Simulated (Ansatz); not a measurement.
Gas-phase electronic energies from Ansatz, PBE0-D4/def2-TZVP geometries. CCSD(T)/CBS is the MP2 limit (def2-TZVPP, def2-QZVPP) plus CCSD(T) − MP2 in def2-TZVPP, frozen cores. This one scheme is used for every species. Functionals use def2-TZVPP. Elements past krypton have def2 core potentials. For Te outer-core shells are correlated without core-valence functions, which leaves a few kJ/mol of doubt a bond. One conformer a species, not always the lowest.

Reaction (formal exchange of groups at a B–Te bond): `ClB[TeH]` + `NCCO` → `NCBCl` + `OC[TeH]`

CCSD(T)/CBS gives +16.5 kcal/mol.

Problem. Another level gave +18.2 kcal/mol. Which?
A. PBE/def2-TZVPP
B. RPA@PBE/def2-TZVPP
C. B2PLYP/def2-TZVPP
D. BLYP/def2-TZVPP

Solution. B. RPA@PBE/def2-TZVPP 18.2, B2PLYP 15.9, BLYP 13.3, PBE 14.6 kcal/mol.

Largest T1 diagnostic among the species: 0.014.

At CCSD(T), def2-SVP lies +4.7 kcal/mol from the extrapolated value and def2-TZVPP +0.8 kcal/mol. From r2SCAN to r2SCAN0 (25 % exact exchange), in def2-TZVPP and without D4, ΔE moves by +0.9 kcal/mol. Leaving LDA and LC-ωPBE aside and taking each functional with its dispersion term where it has one, the values, not all of them listed here, spread over 4.2 kcal/mol, from BLYP-D4 to PBE-QIDH. LDA lies +0.9 kcal/mol from PBE without D4.
